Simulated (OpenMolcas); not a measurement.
**Exact exchange and the HOMO–LUMO gap of CH3FGeO**

CH3FGeO: 7 atoms, total charge 0, spin state singlet. As SMILES, `C[O][Ge][F]`. Geometry: relaxed at PBE0-D4/def2-TZVP. This is one conformer, not always the lowest.

The HOMO–LUMO gap y, in eV, basis 6-31G(d); a is the functional's share of exact exchange. Programs: OpenMolcas 26.06.

| functional | program | a | y (eV) |
| --- | --- | --- | --- |
| BLYP | OpenMolcas | 0 | 4.20 |
| r2SCAN | OpenMolcas | 0 | 4.61 |
| B3LYP | OpenMolcas | 0.2 | ? |
| PBE0 | OpenMolcas | 0.25 | 6.27 |
| BHLYP | OpenMolcas | 0.5 | 8.21 |

Problem. Fit y = c + s·a to the known rows and predict B3LYP.

Solution. 
1. Means of the 4 rows: a = 0.1875, y = 5.822.
2. Σ(Δa)² = 0.17188, Σ(Δa·Δy) = 1.3056, so the slope is 1.3056/0.17188 = 7.596.
3. Intercept: 5.822 − (7.596) × 0.1875 = 4.398. The largest residual of the fit is 0.21.
4. B3LYP: 4.398 + (7.596) × 0.2 = 5.92 eV.

The run gave 5.85 eV, so the prediction is off by +0.07 eV, within the largest residual. Exact exchange lowers occupied levels and raises empty ones. The rows mix families of semi-local functionals, which the line can't see.
